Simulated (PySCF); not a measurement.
# Substituent effects on chemical shifts

Parent skeleton `[CH3:1][S+:2]1[CH2:3][CH2:4][CH2:5][CH2:6]1`; one hydrogen on atom 1 is replaced by X. Hydrogens on one atom are averaged.

[PySCF 2.14.0 with density-fitted response routines: coordinates at the GFN2-xTB level; shieldings: GIAO PBE0/pcSseg-1; rapidly exchanging positions averaged; in vacuum; relativity neglected; single conformer]

Scale: TMS for 13C and 1H; 33S against CS2 (reference shieldings calculated alike).

Parent (X = H): C1 31.8, S2 86.3, C3/C6 53.3, C4/C5 33.2, H(C1) 2.77, H(C3)/H(C6) 3.45, H(C4)/H(C5) 2.56 ppm. Effects are Δδ = δ(X) − δ(H), positive for deshielding.

Four derivatives gave (Δδ, ppm):
| compound | C1 | S2 | C3/C6 | C4/C5 | H(C1) | H(C3)/H(C6) | H(C4)/H(C5) |
| --- | --- | --- | --- | --- | --- | --- | --- |
| 1 | +37.4 | +11.0 | -2.1 | +0.1 | +1.59 | +0.04 | -0.08 |
| 2 | +23.6 | +30.1 | -3.6 | -0.5 | +0.29 | -0.06 | -0.11 |
| 3 | +30.6 | +19.5 | -2.4 | -0.5 | +1.46 | +0.18 | -0.13 |
| 4 | +25.1 | +8.1 | -0.4 | +0.9 | +0.59 | +0.26 | +0.01 |

Their substituents are CH2SiH3, CHF2, CHO, SSiH3. Which is which?

Answers

1: X = CHO (O=CC[S+]1CCCC1); 2: X = CH2SiH3 ([SiH3]CC[S+]1CCCC1); 3: X = SSiH3 ([SiH3]SC[S+]1CCCC1); 4: X = CHF2 (FC(F)C[S+]1CCCC1).
